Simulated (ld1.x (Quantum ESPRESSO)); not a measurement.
# beryllium: variants of one TM potential

Base potential:

```
Element                 : Be
Generator               : ld1.x (Quantum ESPRESSO) 7.5
Type                    : norm-conserving Troullier–Martins (Kleinman–Bylander form)
Functional              : PBE
Relativity              : non-relativistic
Frozen core             : [He]
Valence charge          : 2
Reference configuration : 2s2 2p0
Partial waves           : 2p (bound, empty): rc 2.90 bohr; 2s (bound): rc 1.40 bohr
Local potential         : the s channel
Core correction         : Bessel-smoothed model core, default radius (core density twice the valence density)
```

Cutoffs, loose and tight: the cutoffs (Ry, on a coarse ladder) from which the occupation-weighted sum of valence levels, in a spherical-Bessel basis at the reference potential, stays within 10 and 1 mRy of its value at 400 Ry. They do not see the model core or the augmentation charge, which bear on the density cutoff. Test errors are all-electron minus pseudo excitation energies from the reference, over the configurations 2s1 2p0; 2s1.5 2p0; 2s1 2p1; 2s0 2p1; 2s0 2p2. A dash means not determined; rows that change the core or the reference have their own tests.

```csv
change,outcome,"cutoff, loose","cutoff, tight",bound ghosts,largest test error (meV)
base,generated,10 Ry,35 Ry,none,-46
"all radii but the core radius scaled by about 0.83 (s 1.16, p 2.40 bohr)",generated,45 Ry,90 Ry,none,+7.4
"all radii but the core radius scaled by about 1.13 (s 1.58, p 3.28 bohr)",generated,10 Ry,30 Ry,none,-87
"all radii but the core radius scaled by about 1.18 (s 1.66, p 3.42 bohr)",generated,10 Ry,25 Ry,none,-107
"all radii but the core radius scaled by about 1.39 (s 1.94, p 4.02 bohr)",generated,10 Ry,25 Ry,none,-189
```

Task: What comes out with this change to the base: all radii but the core radius scaled by about 1.27 (s 1.78, p 3.68 bohr)?

Result: outcome: generated; cutoff, loose: 10 Ry; cutoff, tight: 30 Ry; bound ghosts: none; largest test error (meV): -143.

Task: What comes out with this change to the base: all radii but the core radius scaled by about 0.96 (s 1.34, p 2.78 bohr)?

Result: outcome: generated; cutoff, loose: 12 Ry; cutoff, tight: 40 Ry; bound ghosts: none; largest test error (meV): -33.

Task: What comes out with this change to the base: all radii but the core radius scaled by about 0.78 (s 1.08, p 2.26 bohr)?

Result: outcome: generated; cutoff, loose: 55 Ry; cutoff, tight: 80 Ry; bound ghosts: none; largest test error (meV): +11.

Reading the sweep of the scale of all radii but the core radius (base = 1) (base included, trends over the rows without a ghost): The loose cutoff falls from 55 Ry at 0.78 to 10 Ry at 1.39. A larger radius leaves more room for a smooth pseudo-wave, so fewer plane waves are needed; a smaller one forces it to follow the all-electron wave where it bends sharply. The median size of the test errors (rows with all tests solved) is not monotonic: lowest 2.0 meV at 0.83, highest 21.7 meV at 1.39.
